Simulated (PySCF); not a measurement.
## Field gradients at the hydrogen positions

C3H11FOSi2.
Numbering: `[CH3:1][Si@H:2]([SiH3:3])[CH2:4][O:5][CH2:6][F:7]` (hydrogens: H8, H9, H10 on C1; H11 on Si2; H12, H13, H14 on Si3; H15, H16 on C4; H17, H18 on C6)

Structure used (GFN2-xTB), in Å, numbered top down from 1:
```xyz
18
C3H11FOSi2 angstrom
C      1.5795   -1.4578    1.2215
Si     1.0529   -0.5684   -0.3803
Si     1.6680    1.6645   -0.4674
C     -0.8622   -0.6402   -0.4217
O     -1.2703    0.3200    0.5593
C     -2.6114    0.5139    0.6458
F     -3.1006    1.1770   -0.4631
H      1.3125   -2.5120    1.2079
H      2.6532   -1.3946    1.3721
H      1.0984   -1.0082    2.0864
H      1.4929   -1.4135   -1.5115
H      1.2819    2.4341    0.7177
H      1.1088    2.3548   -1.6339
H      3.1277    1.7895   -0.5786
H     -1.2776   -1.6210   -0.1627
H     -1.2636   -0.3611   -1.3998
H     -2.8138    1.1572    1.5095
H     -3.1850   -0.4279    0.7005
```

Level: PBE0/pcSseg-1 (PySCF, non-relativistic); Q(2H) = 0.00286 b; rigid geometry, the same for H and D, with no vibrational averaging.

**Question.** Rank these positions by the coupling χzz of a deuteron there, largest first.
A. H13 (Si–H hydrogen)
B. H18 (methylene hydrogen)
C. H8 (methyl hydrogen)
D. H17 (methylene hydrogen)
E. H16 (methylene hydrogen)
F. H11 (Si–H hydrogen)

**Answer.** C (217 kHz), E (199 kHz), D (189 kHz), B (179 kHz), A (110 kHz), F (103 kHz).

**Question.** What are Vzz, η and χzz (234.96 MHz × Q × Vzz) at all hydrogens?

**Answer.** 
```json
{"atom": "H8", "bonded to": "C1", "bond length (Å)": "1.088", "Vzz (au)": "0.3230", "η": "0.01", "χzz (kHz)": "217"}
{"atom": "H9", "bonded to": "C1", "bond length (Å)": "1.086", "Vzz (au)": "0.3251", "η": "0.01", "χzz (kHz)": "218"}
{"atom": "H10", "bonded to": "C1", "bond length (Å)": "1.087", "Vzz (au)": "0.3217", "η": "0.02", "χzz (kHz)": "216"}
{"atom": "H11", "bonded to": "Si2", "bond length (Å)": "1.479", "Vzz (au)": "0.1531", "η": "0.01", "χzz (kHz)": "103"}
{"atom": "H12", "bonded to": "Si3", "bond length (Å)": "1.465", "Vzz (au)": "0.1646", "η": "0.02", "χzz (kHz)": "111"}
{"atom": "H13", "bonded to": "Si3", "bond length (Å)": "1.466", "Vzz (au)": "0.1631", "η": "0.01", "χzz (kHz)": "110"}
{"atom": "H14", "bonded to": "Si3", "bond length (Å)": "1.469", "Vzz (au)": "0.1611", "η": "0.00", "χzz (kHz)": "108"}
{"atom": "H15", "bonded to": "C4", "bond length (Å)": "1.096", "Vzz (au)": "0.2968", "η": "0.10", "χzz (kHz)": "199"}
{"atom": "H16", "bonded to": "C4", "bond length (Å)": "1.094", "Vzz (au)": "0.2964", "η": "0.08", "χzz (kHz)": "199"}
{"atom": "H17", "bonded to": "C6", "bond length (Å)": "1.096", "Vzz (au)": "0.2814", "η": "0.04", "χzz (kHz)": "189"}
{"atom": "H18", "bonded to": "C6", "bond length (Å)": "1.104", "Vzz (au)": "0.2671", "η": "0.04", "χzz (kHz)": "179"}
```

**Question.** Average by the element that carries the hydrogen.

**Answer.** on C: 203 kHz over 7 positions, mean bond length 1.093 Å; on Si: 108 kHz over 4 positions, mean bond length 1.470 Å.

**Question.** How does χzz go with the bond length over the 7 C–H bonds?

**Answer.** A straight-line fit has a slope of -22.7 kHz for each 0.01 Å, with a correlation coefficient of -0.97, over lengths from 1.086 to 1.104 Å. The longer bonds have the smaller couplings here.

Geometry: GFN2-xTB, one conformer, isolated molecule. GFN2-xTB bond lengths can be off by several hundredths of an ångström, more for odd bonds, and the gradients follow them. With a basis this small, the couplings can be 20 % off.
